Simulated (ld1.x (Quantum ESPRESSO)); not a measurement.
# Before and after: TM potential for Rb (Z = 37)

```
Element                 : rubidium (Rb)
Generator               : ld1.x (Quantum ESPRESSO) 7.5
Type                    : norm-conserving Troullier–Martins (Kleinman–Bylander form)
Functional              : LDA (PZ)
Relativity              : scalar-relativistic
Frozen core             : [Kr]
Valence charge          : 1
Reference configuration : 5s1 5p0
Partial waves           : 5p (bound, empty): rc 3.40 bohr; 4d channel at 0.4 Ry: rc 4.60 bohr; 5s (bound): rc 4.20 bohr
Local potential         : the s channel
Core correction         : none
```

Change: wave 5s (bound): rc 4.20 bohr becomes 5s (bound): rc 2.88 bohr.

Cutoffs: the cutoffs (Ry, on a coarse ladder) from which the occupation-weighted sum of valence levels, in a spherical-Bessel basis at the reference potential, stays within 10 and 1 mRy of its value at 400 Ry; they do not see the model core or the augmentation charge, which bear on the density cutoff. Errors are all-electron minus pseudo energies relative to the spin-unpolarised reference configuration.

Q: How do hardness, ghosts and transferability respond?

A: Both files are very soft, the changed one slightly harder (loose and tight cutoff 6 and 6 Ry → 6 and 8 Ry on this coarse ladder); both files keep a bound ghost (p); the errors of the 4 common tests hardly move.

```tsv
quantity	base	changed
cutoff, loose	6 Ry	6 Ry
cutoff, tight	6 Ry	8 Ry
bound ghosts	p	p
error for 5s0.5 5p0, meV [ΔE 1.66 eV]	+17	+17
error for 5s0 5p1, meV [ΔE 1.62 eV]	+78	+71
error for 5s1 5p0 (spin-polarised), meV [ΔE -0.13 eV]	+47	+47
error for 5s0.5 5p0 (spin-polarised), meV [ΔE 1.62 eV]	+41	+41
s: phases at 4.99 bohr within 0.05 rad from the reference energy up to (Ry; the scan ends near 5)	0.7	0.4
p: phases at 4.99 bohr within 0.05 rad from the reference energy up to (Ry; the scan ends near 5)	0.9	1.1
d: phases at 4.99 bohr within 0.05 rad from the reference energy up to (Ry; the scan ends near 5)	0.5	0.5
```

Base: The cutoffs count occupied waves only; the empty 5p level needs 10 Ry at the loose tolerance. A true bound ghost makes a file unfit for plane-wave use even where its test errors are small: the radial tests pick states by their node count and pass the ghost by.
